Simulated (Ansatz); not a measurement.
Compare A (`[GeH3][NH]C1=C[SiH2]1`) with its isomer B (`[SiH3]/N=[C]1/[CH2][GeH2]1`).

Program: Ansatz. Geometries: PBE0-D4/def2-TZVP. ΔE: electronic, gas phase. CBS: MP2 limit from def2 TZ/QZ plus the TZ coupled-cluster correction, frozen cores. Functionals use def2-TZVPP. B3LYP here is the variant with VWN-RPA as its local correlation; programs differ in this. For Ge outer-core shells are correlated without core-valence functions, which leaves a few kJ/mol of doubt a bond. Scalar relativity is left out up to krypton. Each species was taken in one conformer, which may not be the lowest.

A:

Z-matrix (Å, degrees):
```
Ge
N 1 1.849
H 1 1.536 2 109.2
H 1 1.536 2 109.2 3 120.1
H 1 1.534 2 105.6 3 -119.9
C 2 1.350 1 123.0 3 -60.0
H 2 1.005 1 120.4 3 120.1
Si 6 1.814 2 154.9 1 -179.9
C 6 1.346 2 137.9 1 -0.0
H 8 1.487 6 121.6 2 73.5
H 8 1.487 6 121.5 2 -73.7
H 9 1.082 6 137.0 2 -0.0
```

B:

```xyz
12

Si    0.521   -1.832   -1.325
N     0.862   -0.952    0.140
C     0.332    0.134    0.435
C     0.289    1.064    1.579
Ge   -1.088    1.483    0.196
H     1.796   -2.007   -2.064
H    -0.010   -3.165   -0.946
H    -0.473   -1.114   -2.176
H     0.091    0.643    2.563
H     1.092    1.800    1.586
H    -2.538    1.123    0.517
H    -0.874    2.824   -0.504
```

(1) Which isomer does CCSD(T)/CBS put lower? Give the gap. (An estimate is asked.)

(2) Give E(B) − E(A) in kcal/mol with PBE-D4, B3LYP, r2SCAN-D4, PBE0-D4, MP2/def2-TZVPP, B3LYP-D4, CCSD/def2-TZVPP. (Best estimate.)

Largest T1 diagnostic: 0.014.

Answers

(1) Ansatz gave: A, by 3.3 kcal/mol.

(2) Ansatz gave: PBE-D4 2.8, B3LYP 2.9, r2SCAN-D4 3.9, PBE0-D4 5.6, MP2/def2-TZVPP 4.5, B3LYP-D4 3.2, CCSD/def2-TZVPP 4.8. None reverses the order clearly.

In def2-TZVPP, CCSD(T) changes the Hartree–Fock value by −4.9 kcal/mol (the triples alone add −1.2 kcal/mol) and MP2 by −4.0 kcal/mol. From PBE to PBE0 (25 % exact exchange), in def2-TZVPP and without D4, E(B) − E(A) moves by +2.9 kcal/mol.
